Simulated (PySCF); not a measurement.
## Computed properties of Sn(H)(F)2(Me) (CH₄F₂Sn), SMILES [CH3][SnH]([F])[F]

Sn(H)(F)2(Me) (CH₄F₂Sn), SMILES [F][SnH]([F])[CH3]. Coordinates come from a PBE0-D3(BJ)/def2-SVP optimisation. The def2 effective core potentials stand for the cores of Sn; spin–orbit coupling is left out. Other conformers were not sampled. All values are computed for the isolated molecule unless a solvent is named; none is compared with measurement here.

**Structure.** The optimised structure has Cs symmetry. All 18 harmonic modes at PBE0-D3(BJ)/def2-SVP (PySCF) are real, so it is a minimum. With heavy atoms numbered as in [SnH:1]([CH3:2])([F:3])[F:4], the shortest bond between them is Sn1–F3 at 1.936 Å and the longest Sn1–C2 at 2.123 Å.

**Vibrations.** The strongest infrared lines (harmonic, unscaled, degenerate partners summed) lie at 1972 cm⁻¹ (127 km/mol, H 99 %), 555 cm⁻¹ (78 km/mol, H 85 %, C 10 %), 644 cm⁻¹ (57 km/mol, F 84 %, Sn 15 %). The softest mode is at 54 cm⁻¹ and the zero-point energy is 29.5 kcal/mol.

**Electronic structure.** PBE0/def2-TZVP (PySCF) places the frontier levels at -9.23 and -0.81 eV, a gap of 8.42 eV, and gives a dipole moment of 4.16 D and a mean polarisability of 47.1 bohr³.

**Excitations.** TDA-ωB97X/def2-SVPD (PySCF) has S1 at 7.65 eV (162 nm, f = 0.000, dark); the most intense of the 10 singlets computed lies at 8.59 eV (f = 0.63). T1 (TDA) is at 6.58 eV, 1.07 eV under S1. No vertical singlet excitation falls in the visible range (under 3.1 eV).
